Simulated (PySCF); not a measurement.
Computed properties of dialuminium oxide (Al₂O), SMILES [Al][O][Al]

dialuminium oxide (Al2O), SMILES [O]([Al])[Al] (connectivity only; charge and spin as stated), neutral, multiplicity 1. Coordinates come from a r2SCAN-D4/def2-TZVP optimisation. The values are those of a single conformer. All values are computed for the isolated molecule unless a solvent is named; none is compared with measurement here.

**Structure.** The optimised structure has D∞h symmetry. All 4 harmonic modes at r2SCAN-D4/def2-TZVP (PySCF) are real, so it is a minimum. With heavy atoms numbered as in [Al:1][O:2][Al:3], the shortest bond between them is Al1–O2 at 1.707 Å and the longest O2–Al3 at 1.707 Å.

**Vibrations.** The strongest infrared lines (harmonic, unscaled, degenerate partners summed) lie at 1003 cm⁻¹ (569 km/mol, O 77 %, Al 23 %). The softest mode is at 98 cm⁻¹ and the zero-point energy is 2.4 kcal/mol.

**Electronic structure.** r2SCAN/def2-TZVPD (PySCF) places the frontier levels at -5.41 and -1.75 eV, a gap of 3.66 eV, and gives a dipole moment of 0.00 D and a mean polarisability of 86.9 bohr³. PBE/def2-TZVPD (PySCF) at the same geometry gives -5.24 and -1.87 eV, so its gap is 0.29 eV narrower. An orbital gap is neither the optical nor the fundamental gap.

**Excitations.** TDA-B3LYP/def2-TZVPD (PySCF) has S1 at 4.27 eV (290 nm, f = 0.287, bright); the most intense of the 10 singlets computed lies at 5.86 eV (f = 1.64). Strengths of degenerate partners are summed. T1 (TDA) is at 2.95 eV, 1.32 eV under S1. TDA-PBE/def2-TZVPD (PySCF) puts S1 at 3.76 eV. No vertical singlet excitation falls in the visible range (under 3.1 eV).
